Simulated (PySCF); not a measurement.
**Br⁺ (bromine, charge +1): UHF calculation**

Configuration: [Ar] 3d10 4s2 4p4, high-spin 3P determinant. Computed with PySCF 2.14 in def2-QZVPPD (12s8p5d4f1g, 98 functions), with no relativity, point nucleus.

- Total energy: -2572.052708 hartree
- One-electron energy: -3567.9251 hartree
- Hartree (Coulomb) energy: 1085.2733 hartree
- Exchange energy: -89.4010 hartree
- Kinetic energy: 2572.03909 hartree
- ⟨S²⟩: 2.0098
- ⟨L²⟩: 2.038
- Sum of ⟨r⟩: 23.10 bohr
- Sum of ⟨r²⟩: 31.89 bohr²
- Traceless quadrupole moment −½Σ⟨3z² − r²⟩ along its main axis: -1.79 e·bohr²
- Density at the nucleus (Gaussians lack the cusp): 29400 bohr⁻³
- Spin density at the nucleus: -0.123 bohr⁻³
- Langevin diamagnetic susceptibility: -25.3 ×10⁻⁶ cm³/mol

```csv
shell,electrons,mean orbital energy (eV),spread (eV),"rms radius, mean of both spins (bohr)"
1s α,1,-13346.6,0,0.0505
1s β,1,-13346.4,0,0.0505
2s α,1,-1785.4,0,0.210
2s β,1,-1785.3,0,0.210
2p α,3,-1604.7,0.227,0.185
2p β,3,-1604.4,0.099,0.185
3s α,1,-279.99,0,0.599
3s β,1,-279.50,0,0.599
3p α,3,-214.91,0.692,0.612
3p β,3,-214.23,0.142,0.612
3d α,5,-98.887,0.644,0.647
3d β,5,-98.549,0.323,0.647
4s α,1,-39.752,0,1.80
4s β,1,-33.653,0,1.80
4p α,3,-23.535,1.974,2.12
4p β,1,-21.107,0,2.12
```

Spin-orbit constants ζ (cm⁻¹) from the X2C one-electron operator on these orbitals (non-relativistic here): bare nucleus, nucleus screened by l(l+1)(2l+1)/3 electrons, and screened by the Breit-Pauli mean field of the electrons.

```tsv
shell	bare	screened nucleus	mean field
2p	244100	230200	n/a
3p	34780	32790	n/a
3d	4669	3335	n/a
4p	2661	2509	n/a
```

To first order the Landé constant is A = -1254 cm⁻¹, so the lowest level has J = 2 and lies 0.156 eV below the centre of the term. This holds in LS coupling only.
